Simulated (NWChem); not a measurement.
**Correlation energy of Pb**

```xyz
1

Pb     0.0000     0.0000     0.0000
```
Charge 0, spin multiplicity 3.

All runs are NWChem calculations.

Basis set: def2-TZVP. Each correlation energy counts from its own Hartree-Fock reference.

Effective core potentials replace the inner electrons of Pb; spin-orbit coupling is left out. The correlated methods keep 4 core orbitals frozen. No SCF solution was tested for a lower state. Open-shell Hartree-Fock references start from PBE0 orbitals. Coupled-cluster values serve here as a point of comparison, not as the truth.

```tsv
method	correlation energy (mHa)
CCSD on ROHF	-332.2
CCSD on UHF	___
CCSD[T] on ROHF	-338.4
SCS-UMP2	-309.7
CCSD(T) on UHF	___
CCSD[T] on UHF	-334.4
CCSD(T) on ROHF	-338.1
UMP2	-351.5
```

**Question.** Some entries are withheld; supply them.

**Answer.** 
- CCSD on UHF, correlation energy (mHa): -328.4
- CCSD(T) on UHF, correlation energy (mHa): -334.0
